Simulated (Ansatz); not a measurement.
`[CH3][Al]([SiH3])[SH]` + HCl → `[CH3][Al]([SH])[Cl]` + SiH₄ at 600 K and 1 bar (cleavage of the Al–Si bond).

Isolated molecules relaxed with PBE0-D4/def2-TZVP in Ansatz; ΔE leaves out vibrations. CCSD(T)/CBS adds triple-zeta CCSD(T) − MP2 to the extrapolated MP2 energy (def2 sets, frozen cores). This one scheme is used for every species. Each species was taken in one conformer, which may not be the lowest.

```tsv
species	CCSD(T)/CBS energy (Eh)	H − E (kJ/mol)	S (J/(mol·K))
`[CH3][Al]([SiH3])[SH]`	-971.18018	254.5	504.9
HCl	-460.38127	35.4	207.2
`[CH3][Al]([SH])[Cl]`	-1140.16049	179.0	435.0
SiH₄	-291.46306	108.7	242.3
```

H − E and S are ideal-gas, rigid-rotor, harmonic terms from PBE0-D4/def2-TZVP, for one conformer and one mirror image of each species. 1 Eh = 2625.50 kJ/mol, R = 8.31446 J/(mol·K).

Question: By hand: ΔE, ΔH, ΔS and ΔG.

Answer: ΔE = (-1140.16049) + (-291.46306) − (-971.18018) − (-460.38127) = -0.06210 Eh = -163.0 kJ/mol. Δ(H − E) = 179.0 + 108.7 − 254.5 − 35.4 = -2.2, so ΔH = -165.2 kJ/mol. ΔS = 435.0 + 242.3 − 504.9 − 207.2 = -34.8 J/(mol·K). ΔG = -165.2 − 600 × (-34.8)/1000 = -144.3 kJ/mol.

Question: By hand: the equilibrium constant, and the temperature at which ΔG would vanish if ΔH and ΔS stayed fixed.

Answer: log₁₀ K = −ΔG/(RT ln 10) = 12.6. ΔG = 0 at ΔH/ΔS = 4747 K, far beyond where these terms or the molecules hold.

ΔH outweighs TΔS. A doubt of 5 kJ/mol in ΔE shifts log₁₀ K by 0.4 here. Other conformers and mirror images would add mixing entropy, several J/(mol·K) or more a flexible species. Modes under 60 cm⁻¹, often nearly free rotors, make the harmonic entropy too high. These are equilibria of isolated gas molecules and say nothing of rates. Largest T1 diagnostic: 0.012 (customary marks: 0.02 for closed shells, 0.045 for open ones).
